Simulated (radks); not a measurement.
Results of a calculation; reference values are marked as such.
The lithium anion Li-, [He] 2s2, held by a Watson sphere: a shell of charge +1 at radius R that stands for the Madelung well of a crystal (potential energy -1/R inside, -1/r outside, in hartree with lengths in bohr). Level of theory: scalar-relativistic Kohn-Sham, PBE, spin-polarised, spherical densities, finite nucleus; Fermi nuclear charge, rms radius of each element as measured or else 0.836 A^(1/3) + 0.57 fm (a radial shooting solver on a logarithmic mesh with Libxc functionals). Response by self-consistent Sternheimer equations with the Hartree and adiabatic LDA kernel, the relativistic mass of each level held fixed and spin-orbit coupling left out. The sphere does not respond.

R (bohr)  e(1s) (eV)  e(2s) (eV)  <r> 2s (bohr)  sum of <r^2> (bohr^2)  X-ray form factor at sin(theta)/lambda = 0.1 1/angstrom  alpha (bohr^3)
1.61         -55.756      -4.729          3.100                  23.71                                                    2.811           76.99
2.1          -52.988      -4.548          3.241                  25.67                                                    2.745           86.46
2.28         -52.391      -4.467          3.302                  26.55                                                    2.717           91.12
3.01         -51.083      -4.100          3.569                  30.68                                                    2.599           115.9
3.83         -50.549      -3.677          3.871                  35.90                                                    2.477           153.5
3.87         -50.534      -3.658          3.885                  36.16                                                    2.472           155.6
